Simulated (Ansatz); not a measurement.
Ansatz (an electronic-structure program) input (CCSD(T)/def2-SVPD):

Ansatz 0.2 input:
```yaml
crystal:
  periodic: [false, false, false]
  atoms:
    - {symbol: Ge, position_ang: [-0.00516926, 0.00502527, 0.57294344]}
    - {symbol: Cl, position_ang: [1.21986904, 1.42802193, -0.54084538]}
    - {symbol: Cl, position_ang: [-1.21013866, -1.43748127, -0.53763638]}
basis:
  gaussian:
    orbitals: def2-SVPD
magnetization: {spin_polarized: true, initial_magnetization: 2}
correlation: {method: ccsd_t, electrons: outside_noble_gas}
output: {forces: true}
```

Output:

```
Functional definition: HF
integrals: 0.16 GiB planned
857 factors; integrals over basis functions are off by at most 2.4e-4 eV
mean field: 0.43 GiB planned
mean field evaluation 1: about -81465.2022 eV, gradient 1.1e1 eV
mean field evaluation 2: about -81465.2067 eV, gradient 1.1e1 eV
mean field evaluation 4: about -81466.5078 eV, gradient 2.2e0 eV
mean field evaluation 8: about -81466.6140 eV, gradient 2.4e-1 eV
mean field evaluation 16: about -81466.5855 eV, gradient 9.3e-1 eV
mean field evaluation 32: about -81463.7791 eV, gradient 7.4e-3 eV
mean field evaluation 64: about -81462.8708 eV, gradient 3.1e-3 eV
mean field evaluation 96: about -81462.8708 eV, gradient 7.1e-3 eV
mean field -81466.61630472 eV, -2993.8429291425 hartree, gradient 7.6e-6 eV, S^2 2.011601; 1 other end points of the search recorded, 0 dependent functions left out
determinant -81466.61630472 eV, -2993.8429291425 hartree, with singles and doubles -81476.81481223 eV, -2994.2177173807 hartree
determinant -81463.77907076 eV, -2993.7386627178 hartree, with singles and doubles -81474.31696695 eV, -2994.1259232599 hartree
24 core orbitals not correlated
reference -81466.61630472 eV, -2993.8429291425 hartree; 10, 8 occupied and 58, 60 virtual orbitals, 857 factors
densities: 0.53 GiB planned
second order -9.38667493 eV of doubles, -0.00000000 eV of singles
coupled cluster: 0.40 GiB planned
cycle   1  -10.19916348 eV  change   -2.2e-1 eV  update   2.5e-2
cycle   2  -10.21917498 eV  change   -2.0e-2 eV  update   6.5e-3
cycle   3  -10.22262189 eV  change   -3.4e-3 eV  update   3.1e-3
cycle   4  -10.22358848 eV  change   -9.7e-4 eV  update   1.0e-3
cycle   5  -10.22378432 eV  change   -2.0e-4 eV  update   5.6e-4
cycle   6  -10.22409236 eV  change   -3.1e-4 eV  update   3.0e-4
cycle   7  -10.22411810 eV  change   -2.6e-5 eV  update   1.1e-4
cycle   8  -10.22412109 eV  change   -3.0e-6 eV  update   4.8e-5
cycle   9  -10.22412109 eV  change    8.7e-9 eV  update   1.9e-5
cycle  10  -10.22411811 eV  change    3.0e-6 eV  update   8.0e-6
cycle  11  -10.22411743 eV  change    6.8e-7 eV  update   3.2e-6
cycle  12  -10.22411665 eV  change    7.8e-7 eV  update   1.2e-6
perturbative correction -0.32689215 eV, -0.0120130650 hartree
the calculation of the forces begins
Total energy: -81477.16731352 eV, -2994.2306715642 hartree
Atom 0 at    -0.005169     0.005025     0.572943 Å, force    -0.001810     0.001759     0.200562 eV/Å
Atom 1 at     1.219869     1.428022    -0.540845 Å, force     0.094499     0.109488    -0.100405 eV/Å
Atom 2 at    -1.210139    -1.437481    -0.537636 Å, force    -0.092689    -0.111247    -0.100158 eV/Å
Dipole moment:    -0.002387     0.002321     0.264573 e Å
```

This is an excited triplet: at this geometry the singlet lies 2.40 eV lower at RI-MP2/CBS(def2-TZVPPD,def2-QZVPPD)+[CCSD(T)-MP2]/def2-TZVPPD.
